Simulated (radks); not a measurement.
Initial-state core-level shifts of the iridium ion Ir+ when its valence configuration changes from [Xe] 4f14 5d7 6s1. Calculated with a radial shooting solver on a logarithmic mesh with Libxc functionals: scalar-relativistic Kohn-Sham, r2SCAN, spin-unpolarised, spherical densities, finite nucleus; meta-GGA in the generalised Kohn-Sham scheme; Fermi nuclear charge, rms radius 5.4032 fm. Shifts are changes of the shell-averaged eigenvalues in eV (positive: less bound); the change of the density at the nucleus, which sets a Mossbauer isomer shift, is in e/bohr^3, on a base of 1.947e+06.

| valence | 2s | 3s | 3p | 4p | density at nucleus |
|---|---|---|---|---|---|
| 4f14 5d6.5 6s1 6p0.5 | -2.594 | -2.581 | -2.580 | -2.571 | +11.5 |
| 4f14 5d8 | +3.299 | +3.273 | +3.273 | +3.259 | -147.3 |
| 4f14 5d6 6s2 | -3.539 | -3.500 | -3.499 | -3.476 | +168.3 |
| 4f14 5d7 6p1 | -1.682 | -1.693 | -1.694 | -1.698 | -138.2 |
| 4f13 5d7 6s1 6p1 | -18.024 | -19.680 | -19.658 | -17.279 | +145.7 |
| 4f14 5d7.5 6s0.5 | +1.682 | +1.668 | +1.667 | +1.659 | -76.2 |
| 4f13 5d7 6s2 | -16.324 | -17.970 | -17.948 | -15.566 | +295.7 |
| 4f13 5d6.5 6s2 6p0.5 | -19.132 | -20.756 | -20.733 | -18.331 | +316.3 |
| 4f14 5d6 6s1 6p1 | -5.216 | -5.186 | -5.185 | -5.164 | +23.9 |
